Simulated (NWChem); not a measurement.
# Total energies of iodine monochloride (ClI)

```xyz
2

Cl     0.0000     0.0000     1.8075
I      0.0000     0.0000    -0.5798
```
Charge 0, spin multiplicity 1.

Program: NWChem. All single points use one geometry, from B3LYP/def2-SVP with def2 effective core potentials on I, a minimum by its harmonic frequencies.

Basis set: def2-SVP (44 functions).

| method | total energy (Ha) |
|---|---|
| RHF | -755.99165 |
| MP2 | -756.24097 |
| B2PLYP | -757.31197 |
| PBE | -757.54325 |
| B3LYP | -757.85144 |
| LC-wPBE (omega 0.3 per bohr) | -757.60276 |
| CCSD(T) | -756.26923 |

Total energies of different functionals aren't comparable as a measure of quality: only differences taken within one method are. 

Effective core potentials replace the inner electrons of I; spin-orbit coupling is left out. The correlated methods keep 9 core orbitals frozen. B3LYP has NWChem's definition, with VWN1-RPA local correlation. No row is a measurement; the coupled-cluster row has its own basis-set and correlation limits.
